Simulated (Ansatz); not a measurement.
The cluster Si₄Ni⁺, 5 atoms. Hardware: 4 threads of Arm Neoverse V1 on a shared host.

Correlated methods freeze 25 core orbitals; core or outer-core shells of Ni are correlated, in sets that lack core-valence functions.

(1) How many basis functions does each of these Ansatz runs have, and roughly what does it cost? r2SCAN-D4/def2-TZVP, charge 1 doublet, energy, from earlier orbitals; BLYP-D4/def2-TZVP, charge 1 doublet, energy, from earlier orbitals; PBE-D4/def2-SVP, charge 1 doublet, relaxation, 12 steps; r2SCANh-D4/def2-TZVP, charge 1 doublet, energy, from earlier orbitals; PBE-D4/def2-SVP, charge 1 doublet, energy with a search over starts; PBE0-D4/def2-TZVP, charge 1 doublet, energy, from earlier orbitals; PBE-D4/def2-SVP, charge 1 doublet, energy, from earlier orbitals; CCSD(T)/def2-SVP, charge 1 doublet, energy, from earlier orbitals; MP2/def2-TZVP, charge 1 doublet, energy, from earlier orbitals; PBE-D4/def2-TZVP, charge 1 doublet, energy and forces, from earlier orbitals; PBE0-D4/def2-SVP, charge 1 doublet, energy, from earlier orbitals; ωB97X-V/def2-TZVP, charge 1 doublet, energy, from earlier orbitals.

Results:

(1) Other jobs shared the machine, so times can vary by a factor of up to 3. A dash marks memory too small to be measured apart from the calling script's.

```csv
run,functions,fitting or Cholesky vectors,wall time,peak host memory (GiB)
"PBE-D4/def2-SVP, charge 1 doublet, energy, from earlier orbitals",103,1176,3 s,–
"BLYP-D4/def2-TZVP, charge 1 doublet, energy, from earlier orbitals",193,1455,6.5 s,–
"PBE-D4/def2-TZVP, charge 1 doublet, energy and forces, from earlier orbitals",193,1455,7 s,–
"PBE0-D4/def2-SVP, charge 1 doublet, energy, from earlier orbitals",103,996,7.5 s,–
"PBE-D4/def2-SVP, charge 1 doublet, energy with a search over starts",103,1176,12 s,–
"MP2/def2-TZVP, charge 1 doublet, energy, from earlier orbitals",193,1321,15 s,0.69
"PBE-D4/def2-SVP, charge 1 doublet, relaxation, 12 steps",103,1176,29 s,–
"PBE0-D4/def2-TZVP, charge 1 doublet, energy, from earlier orbitals",193,1610,29 s,1.3
"CCSD(T)/def2-SVP, charge 1 doublet, energy, from earlier orbitals",103,996,42 s,0.7
"r2SCAN-D4/def2-TZVP, charge 1 doublet, energy, from earlier orbitals",193,1455,42 s,0.7
"r2SCANh-D4/def2-TZVP, charge 1 doublet, energy, from earlier orbitals",193,1482,52 s,1.4
"ωB97X-V/def2-TZVP, charge 1 doublet, energy, from earlier orbitals",193,1520,84 s,1.6
```
